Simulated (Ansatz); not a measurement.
One geometry of the cluster B4F⁻, several levels of theory.

```yaml
crystal:
  periodic: [false, false, false]
  atoms:
    - {symbol: B, position_ang: [0.730152, -0.186535, -0.301663]}
    - {symbol: B, position_ang: [-0.880546, -0.386433, -0.365417]}
    - {symbol: B, position_ang: [-1.670577, 0.426634, 0.690317]}
    - {symbol: B, position_ang: [-0.140308, 0.647348, 0.787064]}
    - {symbol: F, position_ang: [1.961277, -0.501024, -0.810302]}
basis:
  gaussian: {orbitals: def2-TZVPD, initial_orbitals: start.molden}
total_charge: -1
hamiltonian: {xc: hse06, dispersion: d4}
scf: {omitted_lower_state_checks: [starts]}
output: {orbitals: {seedname: orbitals}}
```

The file start.molden holds the orbitals of an earlier run on this structure, at another level or in another basis.

```sh
$ ansatz run in.yaml --threads 4 --pin off --events-out ev --progress --plain --max-ram 3916MiB
```

It prints (some lines left out):

```
Functional definition: HSE06
857 factors; their error is unknown
95 factors; integrals over basis functions are off by at most 1.9e-6 eV
mean field evaluation 1: about -5415.0115 eV, gradient 3.7e-1 eV
mean field evaluation 2: about -5415.0118 eV, gradient 3.4e-4 eV
mean field evaluation 4: about -5415.0241 eV, gradient 1.2e-4 eV
mean field -5415.02412914 eV, -198.9984663107 hartree, gradient 9.5e-6 eV, S^2 0.000000; 0 other end points of the search recorded, 0 dependent functions left out
reference -5415.02417473 eV, -198.9984679861 hartree; 15, 15 occupied and 173, 173 virtual orbitals, 857 factors
Total energy: -5415.11599269 eV, -199.0018422339 hartree
Checks for a lower state left out: starts
```

It took 1.9 s on 4 threads of Arm Neoverse V1 on a shared host.

As the first input, with `hamiltonian: {xc: {text: "exchange = 0.65*pbe_x + 0.35*exact_x\ncorrelation = pbe_c"}}` (abridged; 1.8 s):

```
Functional definition: unnamed
mean field -5415.44221102 eV, -199.0138305363 hartree, gradient 2.6e-5 eV, S^2 0.000000
Total energy: -5415.44224110 eV, -199.0138316418 hartree
Checks for a lower state left out: starts
```

As the first input, with `hamiltonian: {xc: {name: r2SCAN0}, dispersion: d4}` (abridged; 3 s):

```
Functional definition: r2SCAN0
mean field -5418.20305581 eV, -199.1152897109 hartree, gradient 1.7e-5 eV, S^2 0.000000
Total energy: -5418.23406805 eV, -199.1164293898 hartree
Checks for a lower state left out: starts
```

As the first input, with `correlation: {method: mp2}` and without the key `hamiltonian` (abridged; 1.7 s):

```
Functional definition: HF
mean field -5391.19820662 eV, -198.1228798078 hartree, gradient 1.6e-6 eV, S^2 0.000000; unrestricted orbitals would lower it
5 core orbitals not correlated: weight in the atoms' cores, before any rotation towards them, 1.000 or more for the frozen orbitals, at most 0.000 for the correlated occupied ones
second order -17.80702934 eV of doubles, -0.00000000 eV of singles
Total energy: -5409.00523596 eV, -198.7772760660 hartree
Checks for a lower state left out: starts
```

First input, but with `hamiltonian: {xc: pbe0, dispersion: d4}` (abridged; 1.7 s):

```
Functional definition: PBE0
mean field -5415.31827502 eV, -199.0092759723 hartree, gradient 1.8e-5 eV, S^2 0.000000
Total energy: -5415.41662824 eV, -199.0128903864 hartree
Checks for a lower state left out: starts
```

As the first input, with `hamiltonian: {xc: pbe, dispersion: d4}` (abridged; 1.4 s):

```
Functional definition: PBE
mean field -5415.13055314 eV, -199.0023773206 hartree, gradient 2.4e-5 eV, S^2 0.000000
Total energy: -5415.24874294 eV, -199.0067207156 hartree
Checks for a lower state left out: starts
```

Geometry: PBE-D4/def2-SVPD.

HSE06 is defined as in plane-wave codes, on full-range PBE exchange. Correlated methods freeze 5 core orbitals. The restricted singlet is unstable towards broken spin symmetry at other levels; at HSE06-D4/def2-TZVPD, PBE with 35 % exact exchange/def2-TZVPD, r2SCAN0-D4/def2-TZVPD this wasn't settled. At MP2/def2-TZVPD, PBE0-D4/def2-TZVPD the restricted singlet (for correlated methods, its reference) is unstable: a solution with broken spin symmetry lies lower. The geometry of the singlet was relaxed on an unsound state (restricted singlet, unstable towards broken spin symmetry at other levels and untested here). The structure comes from a short search, and lower isomers may exist.
